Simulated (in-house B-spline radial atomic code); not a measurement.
Removing one electron from Cl-

Closed shell [Ne] 3s2 3p6. Computed with a B-spline radial code for spherical atoms: Koopmans values of Dirac-Hartree-Fock plus a diagonal self-energy, in second order or with its direct term screened (direct RPA, with the hole-particle interaction, or full time-dependent Hartree-Fock), linearised in energy; no-pair Dirac-Coulomb Hamiltonian, finite nucleus. Shifts add to the Koopmans value (the ΔSCF shift is orbital relaxation alone); the final value takes TDHF screening with Breit and QED.

Command:
```bash
python run_mb.py task.json out
```
Settings (nuclear radius in fm, box in bohr, cutoff in hartree):
```
basis_form          2
Z                   17
core_configuration  [Ne] 3s2 3p6
rms_radius          3.3654
mass_number         35
speed_of_light      137.036
box_radius          64.98
lmax                7
intervals           70
virtual_cutoff      1156.0
```

Run time, properties included: 17 s on 1 thread of Arm Neoverse N1, on a shared host.

Energies in eV:

```
subshell  Koopmans  ΔSCF shift  second order  direct RPA  hole-particle    TDHF  Breit + QED  final
   3p3/2     4.027      -1.503             ?           ?              ?       ?            ?      ?
   3p1/2     4.169      -1.532        -0.730       0.100         -0.406  -0.450       -0.003  3.716
```

Question: What does the self-energy do to 3p3/2?

Answer: It shifts the removal energy by -0.697 eV in second order, 0.112 with direct RPA, -0.385 with the hole-particle term and -0.426 with TDHF screening (quasi-particle weight 0.861); Breit and QED add 0.002 eV. The final value is 3.602 eV, against 3.613 eV (NIST, measured).
